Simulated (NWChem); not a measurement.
System: NiF2, triplet; SMILES [F][Ni][F]

Here is an NWChem input.

```
start job
memory heap 200 mb stack 900 mb global 1100 mb
geometry units angstroms
  Ni     0.000000     0.000000     0.000000
  F      0.000000     0.000000     1.704556
  F      0.000000     0.000000    -1.704556
end
basis spherical
  * library 3-21g
end
dft
  odft
  mult 3
  xc b3lyp
  iterations 150
end
driver
  maxiter 120
end
task dft optimize
task dft freq
```

Excerpt of the output:

```
             Northwest Computational Chemistry Package (NWChem) 7.3.0
             --------------------------------------------------------

 ORDER OF PRIMARY AXIS IS BEING SET TO 4
 D4H symmetry detected

 AUTOZ failed to generate good internal coordinates.
 Cartesian coordinates will be used in optimizations.

                             Geometry "geometry" -> ""
                             -------------------------

 Output coordinates in angstroms (scale by  1.889725989 to convert to a.u.)

  No.       Tag          Charge          X              Y              Z
 ---- ---------------- ---------- -------------- -------------- --------------
    1 Ni                  28.0000     0.00000000     0.00000000     0.00000000
    2 F                    9.0000     0.00000000     0.00000000     1.70455600
    3 F                    9.0000     0.00000000     0.00000000    -1.70455600

 Effective nuclear repulsion energy (a.u.)     169.0393346304

      Symmetry information
      --------------------

 Group name             D4h
 Group number             28
 Group order              16
 No. of unique centers     2

                           NWChem Geometry Optimization
                           ----------------------------

 maximum gradient threshold         (gmax) =   0.000450
 rms gradient threshold             (grms) =   0.000300
 maximum cartesian step threshold   (xmax) =   0.001800
 rms cartesian step threshold       (xrms) =   0.001200
 fixed trust radius                (trust) =   0.300000
 source of zmatrix                         =

          -------------------
          Energy Minimization
          -------------------

 Using diagonal initial Hessian

          --------
          Step   0

                                 NWChem DFT Module
                                 -----------------

 Summary of "ao basis" -> "ao basis" (spherical)
 ------------------------------------------------------------------------------
       Tag                 Description            Shells   Functions and Types
 ---------------- ------------------------------  ------  ---------------------
 Ni                          3-21g                  11       27   5s4p2d
 F                           3-21g                   5        9   3s2p

      Symmetry analysis of basis
      --------------------------

        a1g        12
        a1u         0
        a2g         0
        a2u         9
        b1g         2
        b1u         0
        b2g         2
        b2u         0
        eg          8
        eu         12

            General Information
            -------------------
          SCF calculation type: DFT
          Wavefunction type:  spin polarized.
          No. of atoms     :     3
          No. of electrons :    46
           Alpha electrons :    24
            Beta electrons :    22
          Charge           :     0
          Spin multiplicity:     3
          Use of symmetry is: on ; symmetry adaption is: on
          Maximum number of iterations: 150
          AO basis - number of functions:    45
                     number of shells:    21
          Convergence on energy requested:  1.00D-06
          Convergence on density requested:  1.00D-05
          Convergence on gradient requested:  5.00D-04

              XC Information
              --------------
                         B3LYP Method XC Potential
                     Hartree-Fock (Exact) Exchange  0.200
                        Slater Exchange Functional  0.800 local
                    Becke 1988 Exchange Functional  0.720 non-local
              Lee-Yang-Parr Correlation Functional  0.810
                  VWN I RPA Correlation Functional  0.190 local

             Grid Information
             ----------------
          Grid used for XC integration:  medium
          Radial quadrature: Mura-Knowles
          Angular quadrature: Lebedev.
          Tag              B.-S. Rad. Rad. Pts. Rad. Cut. Ang. Pts.
          ---              ---------- --------- --------- ---------
          Ni                  1.35      112           8.0       590
          F                   0.50       49           7.0       434
          Grid pruning is: on
          Number of quadrature shells:   161
          Spatial weights used:  Erf1

      Superposition of Atomic Density Guess
      -------------------------------------

 Sum of atomic energies:       -1697.06530281

      Non-variational initial energy
      ------------------------------

 Total energy =   -1696.142186
 1-e energy   =   -2701.294096
 2-e energy   =     836.112576
 HOMO         =      -0.355419
 LUMO         =      -0.337582

   Symmetry analysis of molecular orbitals - initial alpha
   -------------------------------------------------------

 !! scf_movecs_sym_adapt:    4 vectors were symmetry contaminated

  Symmetry fudging

 !! scf_movecs_sym_adapt:    2 vectors were symmetry contaminated

  Numbering of irreducible representations:

     1 a1g         2 a1u         3 a2g         4 a2u         5 b1g
     6 b1u         7 b2g         8 b2u         9 eg         10 eu

  Orbital symmetries:

     1 a1g         2 a1g         3 a2u         4 eu          5 eu
     6 a2u         7 a1g         8 a1g         9 a2u        10 eu
    11 eu         12 a1g        13 a2u        14 a1g        15 a2u
    16 eg         17 eg         18 eu         19 eu         20 b1g
    21 b2g        22 eg         23 eg         24 a1g        25 a1g
    26 eu         27 eu         28 a2u        29 a1g        30 eu
    31 eu         32 a2u        33 eg         34 eg

   Symmetry analysis of molecular orbitals - initial beta
   ------------------------------------------------------

 !! scf_movecs_sym_adapt:    4 vectors were symmetry contaminated

  Symmetry fudging

 !! scf_movecs_sym_adapt:    2 vectors were symmetry contaminated

  Numbering of irreducible representations:

     1 a1g         2 a1u         3 a2g         4 a2u         5 b1g
     6 b1u         7 b2g         8 b2u         9 eg         10 eu

  Orbital symmetries:

     1 a1g         2 a1g         3 a2u         4 eu          5 eu
     6 a2u         7 a1g         8 a1g         9 a2u        10 eu
    11 eu         12 a1g        13 a2u        14 a1g        15 a2u
    16 eg         17 eg         18 eu         19 eu         20 b1g
    21 b2g        22 eg         23 eg         24 a1g        25 a1g
    26 eu         27 eu         28 a2u        29 a1g        30 eu
    31 eu         32 a2u        33 eg         34 eg

   convergence    iter        energy       DeltaE   RMS-Dens  Diis-err
 ---------------- ----- ----------------- --------- --------- ---------
 d= 0,ls=0.0,diis     1  -1699.3583903424 -1.87D+03  1.83D-02  2.53D-01
                                                     3.16D-02  1.97D-01
 d= 0,ls=0.0,diis     2  -1698.7422833343  6.16D-01  8.98D-03  2.00D+00
                                                     1.97D-02  2.58D+00
 d= 0,ls=0.0,diis     3  -1699.4182677366 -6.76D-01  2.89D-03  3.91D-01
                                                     7.02D-03  2.84D-01
 d= 0,ls=0.0,diis     4  -1699.5194686534 -1.01D-01  1.25D-03  4.10D-02
                                                     5.63D-03  3.67D-02
 d= 0,ls=0.0,diis     5  -1699.5391014730 -1.96D-02  1.05D-03  1.16D-03
                                                     1.54D-03  1.21D-03
  Resetting Diis
 d= 0,ls=0.0,diis     6  -1699.5403609276 -1.26D-03  1.82D-04  1.07D-04
                                                     3.31D-04  1.55D-04
 d= 0,ls=0.0,diis     7  -1699.5404558110 -9.49D-05  9.34D-05  1.01D-05
                                                     1.47D-04  1.16D-05
 d= 0,ls=0.0,diis     8  -1699.5404546139  1.20D-06  4.63D-05  4.42D-05
                                                     6.90D-05  3.70D-05
 d= 0,ls=0.0,diis     9  -1699.5404664520 -1.18D-05  5.50D-05  7.37D-07
                                                     5.86D-05  6.97D-07
 d= 0,ls=0.0,diis    10  -1699.5404676871 -1.24D-06  2.85D-06  1.79D-07
                                                     4.78D-06  1.94D-07
 d= 0,ls=0.0,diis    11  -1699.5404677414 -5.43D-08  1.22D-06  8.83D-09
                                                     1.52D-06  8.32D-09

         Total DFT energy =    -1699.540467741434
      One electron energy =    -2700.676038322802
           Coulomb energy =      916.195525529589
    Exchange-Corr. energy =      -84.099289578669
 Nuclear repulsion energy =      169.039334630447

 Numeric. integr. density =       46.000004933840

                  Occupations of the irreducible representations
                  ----------------------------------------------

                     irrep           alpha         beta
                     --------     --------     --------
                     a1g               7.0          7.0
                     a1u               0.0          0.0
                     a2g               0.0          0.0
                     a2u               5.0          5.0
                     b1g               1.0          1.0
                     b1u               0.0          0.0
                     b2g               1.0          1.0
                     b2u               0.0          0.0
                     eg                4.0          2.0
                     eu                6.0          6.0

                    DFT Final Alpha Molecular Orbital Analysis
                    ------------------------------------------

 Vector   22  Occ=1.000000D+00  E=-3.243006D-01  Symmetry=eg
              MO Center= -3.3D-18,  6.1D-17, -1.3D-14, r^2= 2.5D+00
   Bfn.  Coefficient  Atom+Function         Bfn.  Coefficient  Atom+Function
  ----- ------------  ---------------      ----- ------------  ---------------
    35      0.367990  2 F  py                44     -0.367990  3 F  py
    31      0.345732  2 F  py                40     -0.345732  3 F  py
    19     -0.332746  1 Ni d -1              24     -0.295306  1 Ni d -1

 Vector   23  Occ=1.000000D+00  E=-3.243006D-01  Symmetry=eg
              MO Center= -8.2D-15, -4.4D-16,  2.6D-14, r^2= 2.5D+00
   Bfn.  Coefficient  Atom+Function         Bfn.  Coefficient  Atom+Function
  ----- ------------  ---------------      ----- ------------  ---------------
    34      0.367990  2 F  px                43     -0.367990  3 F  px
    30      0.345732  2 F  px                39     -0.345732  3 F  px
    21      0.332746  1 Ni d  1              26      0.295306  1 Ni d  1

[...]

      ----------------------
      Optimization converged
      ----------------------

  Step       Energy      Delta E   Gmax     Grms     Xrms     Xmax
  ---- ---------------- -------- -------- -------- -------- --------
@    3   -1699.54220305  1.8D-07  0.00002  0.00001  0.00002  0.00004
                                     ok       ok       ok       ok

                         Geometry "geometry" -> "geometry"
                         ---------------------------------

 Output coordinates in angstroms (scale by  1.889725989 to convert to a.u.)

  No.       Tag          Charge          X              Y              Z
 ---- ---------------- ---------- -------------- -------------- --------------
    1 Ni                  28.0000     0.00000000     0.00000000     0.00000000
    2 F                    9.0000     0.00000000     0.00000000     1.66581752
    3 F                    9.0000     0.00000000     0.00000000    -1.66581752

 Effective nuclear repulsion energy (a.u.)     172.9703335587

      Symmetry information
      --------------------

 Group name             D4h
 Group number             28
 Group order              16
 No. of unique centers     2

 ==============================================================================
                                internuclear distances
 ------------------------------------------------------------------------------
       center one      |      center two      | atomic units |  angstroms
 ------------------------------------------------------------------------------
    2 F                |   1 Ni               |     3.14794  |     1.66582
    3 F                |   1 Ni               |     3.14794  |     1.66582
 ------------------------------------------------------------------------------
                         number of included internuclear distances:          2
 ==============================================================================

[second-derivative integrals and response iterations left out]

  Vibrational analysis via the FX method

  See chapter 2 in "Molecular Vibrations" by Wilson, Decius and Cross

  Vib: Default input used

 ---------------------------- Atom information ----------------------------
     atom    #        X              Y              Z            mass
 --------------------------------------------------------------------------
    Ni       1  0.0000000D+00  0.0000000D+00  0.0000000D+00  5.7935300D+01
    F        2  0.0000000D+00  0.0000000D+00  3.1479387D+00  1.8998400D+01
    F        3  0.0000000D+00  0.0000000D+00 -3.1479387D+00  1.8998400D+01
 --------------------------------------------------------------------------

[unprojected Hessian and modes left out]

        Vibrational analysis via the FX method
  --- with translations and rotations projected out ---
  --- via the Eckart algorithm                      ---
 Dependent rotation vector no.                    3
  found in ECKART; assuming linear geometry
 Projected Nuclear Hessian trans-rot subspace norm:3.0832D-33
                         (should be close to zero!)

[projected Hessian left out]

 Rotational Constants
 --------------------
 A=   0.000000 cm-1  (  0.000000 K)
 B=   0.159881 cm-1  (  0.230029 K)
 C=   0.159881 cm-1  (  0.230029 K)

 Temperature                      =   298.15K
 frequency scaling parameter      =   1.0000

 Linear Molecule

 Zero-Point correction to Energy  =    2.577 kcal/mol  (  0.004106 au)
 Thermal correction to Energy     =    5.083 kcal/mol  (  0.008100 au)
 Thermal correction to Enthalpy   =    5.675 kcal/mol  (  0.009044 au)

 Total Entropy                    =   61.763 cal/mol-K
   - Translational                =   39.576 cal/mol-K (mol. weight =  95.9321)
   - Rotational                   =   14.846 cal/mol-K (symmetry #  =        2)
   - Vibrational                  =    7.340 cal/mol-K

 Cv (constant volume heat capacity) =   10.190 cal/mol-K
   - Translational                  =    2.979 cal/mol-K
   - Rotational                     =    1.986 cal/mol-K
   - Vibrational                    =    5.224 cal/mol-K

[normal modes left out]

 ----------------------------------------------------------------------------
 Normal Eigenvalue ||           Projected Infra Red Intensities
  Mode   [cm**-1]  || [atomic units] [(debye/angs)**2] [(KM/mol)] [arbitrary]
 ------ ---------- || -------------- ----------------- ---------- -----------
    1       -0.000 ||    0.000000           0.000         0.000       0.000
    2        0.000 ||    0.000000           0.000         0.000       0.000
    3        0.000 ||    0.000000           0.000         0.000       0.000
    4        0.000 ||    0.000000           0.000         0.000       0.000
    5        0.000 ||    0.000000           0.000         0.000       0.000
    6      100.307 ||    0.024081           0.556        23.475      16.110
    7      100.351 ||    0.024081           0.556        23.475      16.111
    8      694.859 ||    0.000000           0.000         0.000       0.000
    9      907.657 ||    0.086365           1.993        84.193      57.779
 ----------------------------------------------------------------------------
```

Level: B3LYP/3-21G, spin-unrestricted. This spin state was assumed; another may lie lower. No stability test was run on the SCF state.
